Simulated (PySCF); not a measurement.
**Working with the constants of PbH⁺**

RHF-CCSD(T) constants of PbH⁺, ¹Σ⁺ (singlet), closed shell (basis H cc-pVDZ, Pb cc-pVDZ-PP with ECP60; scalar-relativistic core potentials; PySCF 2.14; masses 1.0078 and 207.9766 u):

* ωe: 1707.9 cm⁻¹
* ωexe: 26.5 cm⁻¹
* Be: 5.0254 cm⁻¹
* αe: 0.124 cm⁻¹
* D (centrifugal): 0.000174 cm⁻¹

Estimate the standard entropy (1 bar) and heat capacity of the ideal gas at 1500 K, rigid rotor with B0 and harmonic oscillator at the fundamental.

Translation (Sackur–Tetrode, M = 208.98 u): 209.1 J/(mol K). Rotation: q = kT/(σB0) = 210 with σ = 1, 52.8. Vibration: x = hcν0/kT = 1.59, 5.29. S° = 267.1 J/(mol K); Cp = 7R/2 + 6.77 = 35.9 J/(mol K).

Correlated steps freeze 4 core orbitals. Spin–orbit coupling is left out, which matters for elements this heavy, above all for dissociation energies.
